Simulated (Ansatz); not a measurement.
Cost and result for the atomization energy of `[NH2][Sn]([F])[Cl]` radical (6 atoms, 5 bonds).

The species carries charge 0 and has multiplicity 2. Correlated methods include outer-core shells of Sn, which these sets cover unevenly. Sn takes the def2 core potential. Geometry: relaxed with PBE0-D4/def2-TZVP. It is one conformer, not always the lowest. Program: Ansatz. All runs use 4 threads of an Intel Xeon on a shared host. Times are those of one run each, without the atoms' runs, and a repeat can differ threefold. Electronic energies, without spin–orbit coupling; frozen cores. CCSD(T)/CBS adds CCSD(T) − MP2 in def2-TZVPP to the MP2 limit, and its time is that of the two runs behind it. T1 = 0.017; ⟨S²⟩ of the reference is 0.78. With those shells the extrapolation isn't a true limit. HSE06 is the plane-wave form, built on full-range PBE exchange.

CCSD(T)/CBS is a level of theory with its own doubt, some kJ/mol a heavy atom from the limit and from the frozen cores, so smaller differences don't rank the functionals.

```json
{"level": "PBE0-D4/def2-TZVPP", "functions": "182", "atomization (kJ/mol)": "1779.9", "difference from CCSD(T)/CBS": "-22.8", "per bond": "-4.6"}
{"level": "MP2/def2-QZVPP", "functions": "326", "atomization (kJ/mol)": "1812.3", "difference from CCSD(T)/CBS": "9.6", "per bond": "1.9"}
{"level": "CCSD(T)/def2-TZVPP", "functions": "182", "atomization (kJ/mol)": "1716.1", "difference from CCSD(T)/CBS": "-86.6", "per bond": "-17.3"}
{"level": "ωB97X-V/def2-TZVPP", "functions": "182", "atomization (kJ/mol)": "1804.1", "difference from CCSD(T)/CBS": "1.4", "per bond": "0.3"}
{"level": "revPBE-D4/def2-TZVPP", "functions": "182", "atomization (kJ/mol)": "1795.9", "difference from CCSD(T)/CBS": "-6.8", "per bond": "-1.4"}
{"level": "r2SCAN-D4/def2-TZVPP (with forces)", "functions": "182", "atomization (kJ/mol)": "1803.5", "difference from CCSD(T)/CBS": "0.8", "per bond": "0.2"}
{"level": "LDA (SPW92)/def2-TZVPP", "functions": "182", "atomization (kJ/mol)": "2124.3", "difference from CCSD(T)/CBS": "321.6", "per bond": "64.3"}
{"level": "CCSD(T)/CBS(def2)", "functions": "–", "atomization (kJ/mol)": "1802.7", "difference from CCSD(T)/CBS": "0.0", "per bond": "0.0"}
{"level": "CCSD(T)/def2-SVP", "functions": "82", "atomization (kJ/mol)": "1582.2", "difference from CCSD(T)/CBS": "-220.5", "per bond": "-44.1"}
{"level": "B2PLYP/def2-TZVPP", "functions": "182", "atomization (kJ/mol)": "1763.0", "difference from CCSD(T)/CBS": "-39.7", "per bond": "-7.9"}
{"level": "CAM-B3LYP-D4/def2-TZVPP", "functions": "182", "atomization (kJ/mol)": "1794.8", "difference from CCSD(T)/CBS": "-7.9", "per bond": "-1.6"}
{"level": "HSE06-D4/def2-TZVPP", "functions": "182", "atomization (kJ/mol)": "1781.3", "difference from CCSD(T)/CBS": "-21.4", "per bond": "-4.3"}
{"level": "B97M-V/def2-TZVPP", "functions": "182", "atomization (kJ/mol)": "1823.5", "difference from CCSD(T)/CBS": "20.8", "per bond": "4.2"}
```

Question: Order the runs by time, with rough figures. (Estimate.)

Answer: Computed: LDA (SPW92)/def2-TZVPP 1.4 s; revPBE-D4/def2-TZVPP 2.5 s; PBE0-D4/def2-TZVPP 3.5 s; HSE06-D4/def2-TZVPP 3.8 s; CAM-B3LYP-D4/def2-TZVPP 4.9 s; r2SCAN-D4/def2-TZVPP (with forces) 5.5 s; B2PLYP/def2-TZVPP 6.5 s; B97M-V/def2-TZVPP 7.5 s; ωB97X-V/def2-TZVPP 9.5 s; CCSD(T)/def2-SVP 11 s; MP2/def2-QZVPP 14 s; CCSD(T)/def2-TZVPP 2.8 min; CCSD(T)/CBS(def2) 3 min.

At CCSD(T), def2-SVP lies −220.5 kJ/mol from the extrapolated value and def2-TZVPP −86.6 kJ/mol: correlation converges slowly with the basis, and small sets miss more of it in the bonded molecule than in its fragments. Leaving LDA and LC-ωPBE aside and taking each functional with its dispersion term where it has one, the values, not all of them listed here, spread over 167.5 kJ/mol, from BHLYP-D4 to PBE-D4. LDA lies +277.0 kJ/mol from PBE without D4, its usual overbinding. From PBE to PBE0 (25 % exact exchange), in def2-TZVPP and without D4, the atomization energy moves by −78.9 kJ/mol: exact exchange takes away binding that semilocal exchange gives to molecules.

Spin–orbit coupling would lower the free Sn atoms strongly, and the atomization energy with them, by more than many differences here. For some Ge, Se and Sn compounds the MP2-based and the directly extrapolated limit differ by 10 to 25 kJ/mol.
